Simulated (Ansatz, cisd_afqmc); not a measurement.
System: P, charge 0, quartet.

Total energies in cc-pV(D+d)Z, 5 correlated electrons, 5 frozen orbitals. UHF or UKS for unpaired electrons; spin-orbit terms are left out. Correlated methods leave the cores frozen. No relativity. AFQMC is phaseless with a CISD trial state; ± is one standard error, without the phaseless bias. Outlying blocks are dropped, and bars are widened where a walk drifts. Over all cases where full CI ran beside it in this data, AFQMC minus full CI had a median of +0.1 mEh and passed +0.4 mEh in a tenth of the cases. Full CI freezes restricted core orbitals and the other rows unrestricted ones, which leaves a small offset even where coupled cluster is exact.

| method | program | energy (Eh) | error against FCI (mEh) |
|---|---|---|---|
| HF | Ansatz | -340.70905 | 84.72 |
| MP2 | Ansatz | -340.77357 | 20.20 |
| CCSD | Ansatz | -340.79221 | 1.56 |
| CCSD(T) | Ansatz | -340.79336 | 0.41 |
| CCSDT(Q) | Ansatz | -340.79376 | 0.01 |
| CCSDTQ | Ansatz | -340.79379 | -0.02 |
| AFQMC/CISD | cisd_afqmc | -340.7937 ± 0.0001 | 0.0 ± 0.1 |
| FCI | Ansatz | -340.79377 | 0.00 |

Ansatz is an electronic-structure program.
